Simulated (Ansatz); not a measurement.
Born–Oppenheimer molecular dynamics of C$_{2}$H$_{7}$ClSSi$_{2}$ (13 atoms, charge 0, multiplicity 1). It starts from a relaxed structure.

Theory: Ansatz 0.2.0, RKS B3LYP-D4/STO-3G.

```
ensemble        : NVT, Nosé–Hoover chain
time step       : 0.5 fs
steps asked     : 215
set temperature : 300 K
thermostat      : time constant 300 fs, chain length 5
masses          : H 2.014 u
seed            : 728850
```

First frame:

```xyz
13
Properties=species:S:1:pos:R:3
C -0.698 -2.245 0.384
Si 0.581 -1.039 -0.275
Si -0.262 1.061 -0.367
Cl -1.421 1.365 -2.122
C 0.631 2.578 0.210
S -0.823 2.188 1.304
H -0.281 -3.258 0.444
H -1.580 -2.284 -0.268
H -1.034 -1.961 1.389
H 1.734 -1.006 0.599
H 1.011 -1.432 -1.598
H 0.546 3.507 -0.368
H 1.617 2.492 0.684
```

Question: How far do the bonds stretch over the last three quarters of this one trajectory? (Pairs bonded in most of those frames.)

Answer: 
| bond | mean (Å) | spread (Å) | shortest | longest |
| --- | --- | --- | --- | --- |
| C1–Si2 | 1.881 | 0.017 | 1.85 | 1.91 |
| C1–H7 | 1.099 | 0.011 | 1.08 | 1.12 |
| C1–H8 | 1.101 | 0.019 | 1.06 | 1.14 |
| C1–H9 | 1.101 | 0.037 | 1.04 | 1.16 |
| Si2–Si3 | 2.257 | 0.030 | 2.22 | 2.30 |
| Si2–H10 | 1.449 | 0.027 | 1.41 | 1.49 |
| Si2–H11 | 1.447 | 0.016 | 1.42 | 1.47 |
| Si3–Cl4 | 2.135 | 0.029 | 2.09 | 2.19 |
| Si3–C5 | 1.855 | 0.011 | 1.84 | 1.88 |
| Si3–S6 | 2.095 | 0.018 | 2.07 | 2.13 |
| C5–S6 | 1.868 | 0.047 | 1.79 | 1.94 |
| C5–H12 | 1.100 | 0.012 | 1.08 | 1.12 |
| C5–H13 | 1.100 | 0.017 | 1.07 | 1.13 |

Mean temperature of the second half: 149 K. The conserved energy stayed within 0.13 meV per atom of its start (net change 0.11 meV per atom), so the integration is sound. The mean temperature of the second half is 50 % below the set value. A run of 0.11 ps of so small a system gives no equilibrium averages. Limits of this set-up: minimal basis.

Run time: 8.9 min on 1 thread of AMD EPYC 9B14 (Zen 4) (shared host), peak memory 0.17 GiB.
